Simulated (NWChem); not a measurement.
Species: SF, doublet; SMILES F[S]

```xyz
2

S      0.0000     0.0000    -0.5794
F      0.0000     0.0000     1.0348
```
Atoms are numbered in this order, from 1.

All runs: NWChem. Pople sets run with spherical d functions. Spin-unrestricted. The state is orbitally degenerate and is run as one real component. Coordinates come from a PBE0/def2-SVP, spin-unrestricted optimisation. No stability test was run on the SCF state. Solvent water, SMD (1 M gas to 1 M solution), gas-phase geometry. Reactions with the solvent are ignored.

For level PBE0/STO-3G:

| Item | Value |
|---|---|
| dipole in solution (D) | 0.09 |

Question: How do the values read with level PBE0/6-31G* instead?

Answer: 
| Quantity | Value |
|---|---|
| dipole in solution (D) | 1.01 |
